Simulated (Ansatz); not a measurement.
Start from `C[SiH2]SP` and change one atom or group to get `C[SiH2][S][SbH2]`.

Ansatz, PBE0-D4/def2-TZVP geometries, multiplicity 1. Each molecule was computed in one conformer, which needn't be the lowest.

Elements past krypton have def2 core potentials.

| property | `C[SiH2]SP` |
| --- | --- |
| HOMO energy (PBE0/def2-TZVPP) / eV | -7.36 |
| LUMO energy (B3LYP/def2-TZVPP) / eV | -0.68 |
| HOMO energy (B3LYP/def2-TZVPP) / eV | -7.11 |
| HOMO–LUMO gap (PBE/def2-TZVPP) / eV | 4.77 |
| size of the dipole moment (B3LYP/def2-TZVPP) / D | 1.63 |
| HOMO energy (PBE/def2-TZVPP) / eV | -6.16 |

Problem. Give the same properties after the change, and the shifts. (An estimate is asked.)

Solution. Ansatz gave: 
```json
{"property": "HOMO energy (PBE0/def2-TZVPP) / eV", "`C[SiH2][S][SbH2]`": "-7.15", "shift": "0.21"}
{"property": "LUMO energy (B3LYP/def2-TZVPP) / eV", "`C[SiH2][S][SbH2]`": "-1.46", "shift": "-0.78"}
{"property": "HOMO energy (B3LYP/def2-TZVPP) / eV", "`C[SiH2][S][SbH2]`": "-6.90", "shift": "0.21"}
{"property": "HOMO–LUMO gap (PBE/def2-TZVPP) / eV", "`C[SiH2][S][SbH2]`": "3.95", "shift": "-0.82"}
{"property": "size of the dipole moment (B3LYP/def2-TZVPP) / D", "`C[SiH2][S][SbH2]`": "1.10", "shift": "-0.53"}
{"property": "HOMO energy (PBE/def2-TZVPP) / eV", "`C[SiH2][S][SbH2]`": "-5.96", "shift": "0.20"}
```

With PBE0 the HOMO rises by 0.21 eV and the LUMO falls by 0.77 eV, so the gap narrows by about 0.98 eV. PBE moves the HOMO by 0.20 eV and ωB97M-V by 0.23 eV. Dipoles are sizes alone; their direction can turn.

B3LYP here is the variant with VWN-RPA as its local correlation; programs differ in this.

Spin–orbit coupling is left out; it splits and shifts lone-pair levels of the heavy atoms by tenths of an eV.
